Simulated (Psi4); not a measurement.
The Psi4 input:
```
memory 2 GB

molecule {
-1 1
B     0.00000000    0.00000000    0.00000000
H    -0.78935573   -0.82329958   -0.45703408
H     0.16226976   -0.21027872    1.19968171
H    -0.45033333    1.13195784   -0.16017538
H     1.07741931   -0.09837954   -0.58247225
}

set {
  basis 3-21g
  freeze_core true
}

energy('mp2')
print_variables()
```

### Question
What nuclear repulsion energy does MP2/3-21G (Psi4) give?

### Answer
10.1958 Eh

### Question
Estimate the number of basis functions that MP2/3-21G returns for this input.

### Answer
17

### Question
What is the computed total energy (MP2/3-21G)?

### Answer
-26.8887 Eh

### Question
Predict the MP2 correlation energy from MP2/3-21G.

### Answer
-0.0759 Eh

A gas-phase anion may not be bound at this level; its values then depend on the basis.
